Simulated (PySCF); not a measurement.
Input of a response calculation (the driver script's job line, then coordinates in Å):

```
{"job": {"kind": "uv", "xc": "PBE0", "basis": "def2-SVPD", "nstates": 6, "ntriplets": 2}, "charge": 0, "multiplicity": 1}
C     -1.632722    -2.235241    -0.012924
C     -1.194536    -1.161702    -0.313989
C     -0.655056     0.137549    -0.620071
C     -1.411870     1.351219    -0.025611
C     -0.144531     1.784976     0.732275
C      0.558929     0.567418     0.214070
N      1.705417     0.132025     0.437529
C      2.185646    -1.081949    -0.152886
H     -2.020140    -3.179168     0.229207
H     -0.468927     0.219000    -1.695408
H     -2.235962     1.061470     0.623186
H     -1.772132     2.060745    -0.767362
H      0.299629     2.720348     0.394661
H     -0.232636     1.818747     1.816664
H      2.469973    -1.756405     0.655550
H      3.084625    -0.844845    -0.723343
H      1.457293    -1.582156    -0.801456
```

The program printed:

```
coarse grid: 14248 points
cycle   1  E = -326.0807345114  dE =  1.146e+00  |g| = 4.351e-01  |ddm| = 9.941e+00
cycle   2  E = -326.0571494307  dE =  2.359e-02  |g| = 5.628e-01  |ddm| = 3.542e+00
cycle   3  E = -326.1257491463  dE = -6.860e-02  |g| = 1.664e-01  |ddm| = 2.117e+00
cycle   4  E = -326.1318412640  dE = -6.092e-03  |g| = 4.426e-02  |ddm| = 3.773e-01
cycle   5  E = -326.1322171278  dE = -3.759e-04  |g| = 2.166e-02  |ddm| = 1.278e-01
cycle   6  E = -326.1323230638  dE = -1.059e-04  |g| = 5.808e-03  |ddm| = 4.790e-02
cycle   7  E = -326.1323313922  dE = -8.328e-06  |g| = 1.081e-03  |ddm| = 1.318e-02
final grid: 137800 points
cycle   8  E = -326.1800078426  dE = -4.229e-05  |g| = 7.307e-03  |ddm| = 1.680e-01
cycle   9  E = -326.1800044845  dE =  3.358e-06  |g| = 8.237e-03  |ddm| = 4.033e-02
cycle  10  E = -326.1800218219  dE = -1.734e-05  |g| = 1.548e-03  |ddm| = 2.008e-02
cycle  11  E = -326.1800223741  dE = -5.522e-07  |g| = 3.943e-04  |ddm| = 3.743e-03
cycle  12  E = -326.1800224094  dE = -3.527e-08  |g| = 1.172e-04  |ddm| = 1.084e-03
cycle  13  E = -326.1800224128  dE = -3.380e-09  |g| = 3.432e-05  |ddm| = 3.581e-04
cycle  14  E = -326.1800224130  dE = -2.185e-10  |g| = 1.681e-05  |ddm| = 9.811e-05
converged SCF energy = -326.1800224130

Static polarisability (au): isotropic 86.630, principal 66.313 93.981 99.594

Singlet excitations
state   eV       nm        f      main configurations
  1   4.7922    258.7   0.00165   H->L 0.95
  2   6.1486    201.6   0.00769   H->L+1 0.76
  3   6.3582    195.0   0.00329   H-1->L 0.79
  4   6.5455    189.4   0.02179   H->L+2 0.50, H->L+3 0.13, H-1->L+1 0.12
  5   6.5732    188.6   0.00743   H->L+3 0.40, H->L+2 0.25, H->L+1 0.10
  6   6.8247    181.7   0.00755   H-3->L 0.40, H-2->L 0.30, H->L+3 0.23

Triplet excitations (Tamm-Dancoff, eV): 4.0997 4.8146
```

Computed with TDDFT PBE0/def2-SVPD, vertical, gas phase, core orbitals frozen in the response in PySCF. Geometry: GFN2-xTB; no solvent, vibrations or thermal averaging.

Task: What is the polarisability anisotropy, √(½[(α1 − α2)² + (α2 − α3)² + (α3 − α1)²])?

Result: 30.86 au.

Task: What share of the summed oscillator strength falls to the strongest level in this window?

Result: State 4 at 189 nm: 0.0218 of 0.0494, or 44%.

Task: Give the energy of state 3 in hartree, cm⁻¹ and kJ/mol.

Result: 0.23366 hartree, 51282 cm⁻¹, 613.5 kJ/mol.

Task: What is the gap between the lowest singlet and the lowest triplet?

Result: 4.7922 − 4.0997 = 0.6925 eV (full response against Tamm–Dancoff).

Task: How much of the mean polarisability do the listed states account for?

Result: The sum over states Σ f/ΔE² (ΔE in hartree) gives 0.89 au, 1% of the total; the rest comes from higher roots of the same response equations.

Task: Which species is it?

Result: `C#C[C@H]1CC/C1=N/C` (C7H9N), point group C1.

The SCF starts on a coarse grid; the energy jumps when the final grid takes over, and dE counts afresh there. H and L stand for HOMO and LUMO.

On one thread of an Arm Neoverse V1, shared host, this took 39 s and 0.89 GiB of memory at its peak.
